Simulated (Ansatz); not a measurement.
`O[SiH2][SiH]([SiH3])Cl` and `O[SiH2][SiH](O)[SiH3]` differ in one atom or group.

Ansatz, PBE0-D4/def2-TZVP geometries, multiplicity 1. Each molecule was computed in one conformer, which needn't be the lowest.

| property | `O[SiH2][SiH]([SiH3])Cl` |
| --- | --- |
| HOMO–LUMO gap (PBE0/def2-TZVPP) / eV | 6.44 |
| HOMO energy (PBE0/def2-TZVPP) / eV | -7.68 |
| HOMO energy (B3LYP/def2-TZVPP) / eV | -7.49 |
| HOMO–LUMO gap (ωB97M-V/def2-TZVPP) / eV | 10.20 |
| size of the dipole moment (ωB97M-V/def2-TZVPP) / D | 0.94 |
| HOMO energy (ωB97M-V/def2-TZVPP) / eV | -9.66 |

Problem. What does the change do to each property? (An estimate is asked.)

Solution. Ansatz gave: 
```tsv
property	`O[SiH2][SiH](O)[SiH3]`	shift
HOMO–LUMO gap (PBE0/def2-TZVPP) / eV	6.59	0.15
HOMO energy (PBE0/def2-TZVPP) / eV	-7.63	0.05
HOMO energy (B3LYP/def2-TZVPP) / eV	-7.44	0.05
HOMO–LUMO gap (ωB97M-V/def2-TZVPP) / eV	10.29	0.09
size of the dipole moment (ωB97M-V/def2-TZVPP) / D	2.44	1.50
HOMO energy (ωB97M-V/def2-TZVPP) / eV	-9.61	0.05
```

With PBE0 the HOMO rises by 0.05 eV and the LUMO rises by 0.20 eV, so the gap widens by about 0.15 eV. PBE moves the HOMO by 0.02 eV and ωB97M-V by 0.05 eV. Dipoles are sizes alone; their direction can turn.

B3LYP here is the variant with VWN-RPA as its local correlation; programs differ in this.
